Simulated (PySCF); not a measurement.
**Correlation energy of Ir (iridium, neutral)**

[Xe] 4f14 5d6 6s2 7s1, high-spin 6D determinant (an excited configuration). All numbers are calculated (PySCF 2.14, scalar relativity through the core potential, in aug-cc-pVDZ-PP with ECP60MDF). Frozen: 5s2 5p6; 9 electrons correlated.

```json
{"level": "CCSD", "correlation energy (mhartree)": "-168.64"}
{"level": "(T)", "correlation energy (mhartree)": "-5.08"}
{"level": "CCSD(T)", "correlation energy (mhartree)": "-173.72"}
```

Diagnostics: T1 = 0.010, D1 = 0.0309, largest double amplitude 0.060.

Spin-orbit coupling, absent here, splits the open shell strongly. The outer electron is Rydberg-like, and this basis confines it to a smaller radius and binds it less than a complete one would.

Cost of the coupled-cluster step: about 8 core-seconds, for 9 correlated electrons.
